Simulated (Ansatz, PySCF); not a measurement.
Cl2W, SMILES [Cl][W][Cl] (connectivity only; charge and spin as stated), neutral, multiplicity 5. Atoms are numbered in the order given.

```xyz
3

W      0.0000     0.0000    -0.1596
Cl     0.0000     2.1550     0.6020
Cl     0.0000    -2.1550     0.6020
```
Charge 0, spin multiplicity 5.

Geometry optimised at B3LYP-D3(BJ)/def2-TZVP. The multiplicity is an assumed one; other spin states were not compared. The def2 effective core potentials stand for the cores of W; spin–orbit coupling is left out.

Two levels are set side by side: PBE-D3(BJ)/def2-TZVP (Ansatz, an electronic-structure program) and B3LYP-D3(BJ)/def2-TZVP (Ansatz). Each level has its own optimised geometry; the coordinates shown are those of the second. Frequencies come from the Hessian of PySCF at each geometry. Differences are taken from unrounded values.

```csv
quantity,B3LYP-D3(BJ),PBE-D3(BJ),PBE-D3(BJ) minus B3LYP-D3(BJ)
mean bond length (Å),2.286,2.271,-0.015
bond W1–Cl2 (Å),2.286,2.271,-0.015
bond W1–Cl3 (Å),2.286,2.271,-0.015
highest harmonic wavenumber (cm⁻¹),385,388,3
mean harmonic wavenumber (cm⁻¹),274,277,3
zero-point energy (kcal/mol),1.17,1.19,0.01
```

Here PBE gives about what the other level gives.
